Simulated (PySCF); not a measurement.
**Potential energy of ZnF along the bond**

Set-up: PySCF, scalar-relativistic core potentials, basis sets Zn cc-pVDZ-PP with ECP10, F cc-pVDZ. Energies in eV from Zn + F in their ground configurations at the same level. All curves are PBE0. state 1: ²Σ⁺ (doublet), unpaired electrons σ ↑; state 2: quartet, unpaired electrons σ ↑, π ↑↑, a mixture of terms (⟨Lz²⟩ = 2.0), a second solution, started from another occupation.

| R (Å) | state 1 | state 2 |
| --- | --- | --- |
| 1.525 | -1.749 | 6.6479 |
| 1.596 | -2.348 | 5.8366 |
| 1.667 | -2.666 | 5.2610 |
| 1.720 | -2.774 | 4.9363 |
| 1.773 | -2.800 | 4.6787 |
| 1.826 | -2.765 | 4.4732 |
| 1.897 | -2.652 | 4.2622 |
| 1.986 | -2.441 | 4.0751 |
| 2.092 | -2.141 | 3.9318 |
| 2.234 | -1.731 | 3.8298 |

Q: Put a parabola through the three lowest points of the state 1 curve and estimate Re, k and ωe (reduced mass 14.65 u; 1 eV/Å² = 0.16022 mdyn/Å; ωe = 1302.8·√(k/μ) cm⁻¹).

A: Through R = 1.72, 1.773, 1.826 Å the second-order coefficient is 10.9 eV/Å², so Re ≈ 1.769 Å, k ≈ 3.48 mdyn/Å and ωe ≈ 635 cm⁻¹. A polynomial fit of higher order to the unrounded PBE0 energies gives Re = 1.767 Å, k = 3.55 mdyn/Å, ωe = 642 cm⁻¹; anharmonicity and rounding make the difference.

The higher-order fit for each curve: state 1: Re = 1.767 Å, ωe = 642 cm⁻¹, De = 2.80 eV; state 2: Re = 2.517 Å, ωe = 120 cm⁻¹, minimum 3.78 eV above the ground-state fragments.

Counting both spins, an empty level lies below a filled one in some of these solutions, because spin and occupation are held. The state is the lowest determinant that a PBE0 search found; another state may lie lower at other levels.
